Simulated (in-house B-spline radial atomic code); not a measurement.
Computed with a B-spline radial atomic code. Model: two electrons, singlet ground state, non-relativistic, full CI in B-splines with partial waves to l = 8 (at full coupling up to 3e-4 hartree above the limit, correlation up to 0.6 % small), density held at that of full coupling by Lieb maximisation.

W(λ) is the mean repulsion in the state of coupling λ less the Hartree energy of the fixed density. Its start is exact exchange, its initial slope is twice the second-order Görling-Levy correlation energy, and its area from 0 to 1 is E_xc. A straight curve means weak, dynamic correlation, and a curve that drops fast and flattens means strong correlation.

Command:
```bash
python run_ac.py task.json out
```
Settings (lengths in bohr, energies in hartree):
```
potential              dot
strength               1.01
lmax                   8
second                 2
```

Run time, properties included: 8.4 s on 1 thread of Intel(R) Xeon(R) Processor @ 2.30GHz, on a shared host.

**W = mean repulsion less Hartree energy, and W of three functionals.**

Given: confinement charge in harmonic well; well frequency 1.01 hartree; nuclear charge 2; external potential omega^2 r^2/2 - Z/r.

Computed: PBE exchange minus exact 34.946 millihartree; SCAN exchange minus exact 3.3637 millihartree.

```tsv
coupling	W xc (hartree)	W xc minus exchange (millihartree)	kinetic minus Kohn-Sham (millihartree)	LDA (PW92) W minus its exchange (millihartree)	PBE W minus its exchange (millihartree)	SCAN W minus its exchange (millihartree)
0	-1.2797	0	0	0	0	0
0.02	-1.2815	-1.835	0.02	-12.45	-2.05	-1.85
0.05	-1.2842	-4.563	0.11	-25.67	-5.16	-4.57
0.12	-1.2905	-10.816	0.64	-49.54	-12.38	-10.74
0.25	-1.3017	-22.027	2.71	-83.28	-25.52	-21.63
0.4	?	?	?	?	?	?
0.6	-1.3295	-49.847	14.44	-147.7	-58.3	-48.23
0.8	-1.344	-64.355	24.58	-175.97	-75.35	-61.98
1	-1.3576	-77.967	36.82	-200.55	-91.28	-74.84
1.4	-1.3825	-102.8	66.53	-242.02	-120.2	-98.32
2	-1.4147	-135.03	121.04	-291.53	-157.54	-128.94
3	?	?	?	?	?	?
4.5	-1.5067	-227.07	408.91	-420.23	-264.9	-218.56
7	-1.5614	-281.68	717.77	-494.54	-331.38	-274.03
10	-1.6035	-323.78	1071.1	-553.58	-385.66	-317.89
```

Problem. What belongs in the row 0.4?

Solution. W xc (hartree): -1.314; W xc minus exchange (millihartree): -34.353; kinetic minus Kohn-Sham (millihartree): 6.71; LDA (PW92) W minus its exchange (millihartree): -114.07; PBE W minus its exchange (millihartree): -40.04; SCAN W minus its exchange (millihartree): -33.47.

Problem. What belongs in the row 3?

Solution. W xc (hartree): -1.4582; W xc minus exchange (millihartree): -178.49; kinetic minus Kohn-Sham (millihartree): 228.74; LDA (PW92) W minus its exchange (millihartree): -353.71; PBE W minus its exchange (millihartree): -207.88; SCAN W minus its exchange (millihartree): -170.74.

Problem. What is the LDA exchange minus exact?

Solution. 185.07 millihartree.

**Energy parts, natural occupations and partial-wave weights.**

Computed: total energy -2.0594 hartree; exchange energy -1.2797 hartree; correlation energy -0.04115 hartree; initial slope twice GL2 -0.092079 hartree; kinetic part over minus potential part 0.47221; Hartree energy 2.5593 hartree; Kohn-Sham kinetic 4.0701 hartree.

```csv
natural,occupation of the shell (electrons)
s,1.9905
p,0.0064386
s,0.0025168
d,0.00028281
p,?
s,4.0354e-05
```

Problem. What belongs in the row p?

Solution. occupation of the shell (electrons): 0.00015263.

```json
{"wave": "s", "weight": "0.99652"}
{"wave": "p", "weight": "0.0033018"}
{"wave": "d", "weight": "?"}
{"wave": "f", "weight": "2.1166e-05"}
{"wave": "g", "weight": "4.8906e-06"}
```

Problem. What belongs in the row d?

Solution. weight: 0.00015453.

Problem. What is the Lieb Oxford ratio E_xc over LDA exchange?

Solution. 1.2067.

Problem. What is the kinetic part of the DFT correlation energy?

Solution. 0.036817 hartree.

Half-way to full coupling W has made 54 % of its drop, against 50 % for a straight line, and second-order (GL2) theory, half the initial slope, overshoots the correlation energy by about 12 %: a moderate bend, as in light atoms. Over couplings 0 to 1 the errors in E_xc come to about +103 millihartree for LDA, +28 millihartree for PBE, +4.7 millihartree for SCAN, so SCAN is nearest. In LDA and PBE the errors of exchange and correlation have opposite signs, so the sum is smaller than the larger of the two.
